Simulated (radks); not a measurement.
Values are calculated unless marked as measured or tabulated.
Isoelectronic series with 7 electrons, all held in the configuration [He] 2s2 2p3, which need not be the ground one along the series. Level of theory: non-relativistic Kohn-Sham, PBEsol, spin-polarised, spherical densities, point nucleus; open shells are filled with parallel spins first (a radial shooting solver on a logarithmic mesh with Libxc functionals). Total energies (hartree) and orbital eigenvalues (hartree) (* marks an orbital that is empty in some or all of the ions):

| ion | E (hartree) | 2p down* | 2p up | 2s down | 2s up | 1s down |
|---|---|---|---|---|---|---|
| N | -54.32703 | -0.14710 | -0.30358 | -0.55614 | -0.72411 | -13.99156 |
| O+ | -74.25148 | -0.74964 | -0.96637 | -1.30217 | -1.51837 | -19.43174 |
| F2+ | -97.44000 | -1.61645 | -1.89127 | -2.31266 | -2.57542 | -25.88922 |
| Ne3+ | -123.88650 | -2.73999 | -3.07220 | -3.58011 | -3.88859 | -33.35572 |
| Mg5+ | -186.54304 | -5.74749 | -6.19363 | -6.87567 | -7.27424 | -51.30357 |
| Al6+ | -222.75048 | -7.62927 | -8.13218 | -8.90149 | -9.34471 | -61.78201 |
| Si7+ | -262.20972 | -9.76233 | -10.32195 | -11.17856 | -11.66627 | -73.26242 |
| P8+ | -304.92034 | -12.14634 | -12.76262 | -13.70656 | -14.23863 | -85.74430 |
| S9+ | -350.88202 | -14.78108 | -15.45399 | -16.48526 | -17.06159 | -99.22735 |
| Cl10+ | -400.09455 | -17.66639 | -18.39591 | -19.51449 | -20.13502 | -113.7113 |
| Ar11+ | -452.55777 | -20.80216 | -21.58827 | -22.79416 | -23.45882 | -129.1960 |
| K12+ | -508.27154 | -24.18831 | -25.03100 | -26.32417 | -27.03292 | -145.6814 |
| Ca13+ | -567.23578 | -27.82476 | -28.72403 | -30.10446 | -30.85726 | -163.1672 |
| Sc14+ | -629.45040 | -31.71147 | -32.66730 | -34.13498 | -34.93179 | -181.6535 |
| Ti15+ | -694.91535 | -35.84839 | -36.86079 | -38.41570 | -39.25650 | -201.1401 |
| Cr17+ | -835.59606 | -44.87276 | -45.99827 | -47.72759 | -48.65630 | -243.1143 |
| Mn18+ | -910.81174 | -49.76016 | -50.94223 | -52.75873 | -53.73137 | -265.6017 |
| Fe19+ | -989.27760 | -54.89767 | -56.13630 | -58.03997 | -59.05652 | -289.0894 |
| Co20+ | -1070.99363 | -60.28530 | -61.58047 | -63.57130 | -64.63175 | -313.5772 |

Estimate the row of V16+.

Answer. E (hartree) -763.63058; 2p down* -40.23549; 2p up -41.30445; 2s down -42.94658; 2s up -43.83134; 1s down -221.6271.
